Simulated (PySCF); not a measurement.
SMILES CCCC[SiH2]Cl (C₄H₁₁ClSi) at its GFN2-xTB optimised geometry (Å):

```
17

Si    -1.4643    -0.9386     0.0000
Cl    -2.1846     0.9501     0.0000
C      0.4409    -0.9386     0.0000
C      1.0984    -0.9016     1.3821
C      0.7460     0.3300     2.2149
C      1.2174     1.6354     1.5857
H     -1.9559    -1.5777    -1.2207
H     -1.9932    -1.6215     1.1795
H      0.7818    -1.8449    -0.5050
H      0.8142    -0.1041    -0.5961
H      2.1846    -0.9411     1.2574
H      0.8015    -1.7951     1.9371
H      1.2109     0.2221     3.1984
H     -0.3351     0.3723     2.3649
H      0.6740     1.8449     0.6682
H      1.0501     2.4643     2.2696
H      2.2808     1.5880     1.3584
```

Level of theory: CAM-B3LYP/def2-SVP in PySCF. Cells within 0.4 Å of a nucleus heavier than hydrogen are left out (blank, or x).

Map of the electrostatic potential (hartree/e), clipped to [-0.08, 0.12] on the plane z = 1.2 Å:

```
|1100000000001111111111111111111|
|0000000000000001111111111111111|
|0000000000000000011111111111111|
|0000000000000000011111111111111|
|0000000000000000011111111111111|
|0000000000000000111221111111111|
|0000000000000001234543211111111|
|0000000000000012499998543211111|
|0000000000000013999999999421111|
|0000000110000014999999999732111|
|0000001332100124999999999832111|
|0000013554211123899999999532111|
|0000013665322224699999875322111|
|0000013565433335899985433221111|
|0000012456655556999975322221111|
|0000112468997656999997433221111|
|0001123589999867999999995322111|
|1111123699999979999x99999522111|
|111112479999997999xx99999632111|
|1111125999999879999x99999532111|
|1111127999998756999999997322111|
|1111127999986545799996443221111|
|1111124999954434467643222111111|
|1111112455433333344322111111111|
|1111111222222222222221111111111|
|1111111112222222222211111111111|
|1111111111222222222211111111111|
|1111111111122222222111111111111|
|1111111111112222221111111111111|
|1111111111111111111111111111111|
|1111111111111111111111111111111|
```
Scale: ten equal steps from -0.019 (start of '0') to 0.120 (end of '9'), in the order '0123456789'; x runs from -4.50 to 4.50, y from -4.50 (bottom) to 4.50 (top).
